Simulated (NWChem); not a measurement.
Species: CH₄O₂SW; SMILES [CH3][W](=[O])([OH])=[S]

```xyz
9

W     -0.0358    -0.1464     0.0519
O      0.2513    -0.5987     1.6626
S     -0.1151     1.9884    -0.0951
O     -1.4873    -1.0093    -0.7673
H     -2.1357    -1.6360    -0.4277
C      1.7306    -0.6853    -0.9469
H      1.8578    -1.7792    -0.8695
H      2.6091    -0.1970    -0.4978
H      1.6677    -0.3953    -2.0083
```
Atoms are numbered in this order, from 1.

Results from NWChem. Structure relaxed at the PBE0/def2-SVP level. Not confirmed as a minimum by frequencies. def2 effective core potentials on W; no spin-orbit coupling. Level PBE0/def2-SVPD: energy and gradient; each run changes one setting, and changes count from the defaults (medium grid, exact Coulomb integrals, symmetry on).

```tsv
setting	size of the energy change (μHa)	largest change of a gradient component (μHa/bohr)
defaults	< 10	< 30
extra-fine grid	< 10	60
tight SCF thresholds and tolerances	< 10	< 30
symmetry off	< 10	other frame
```
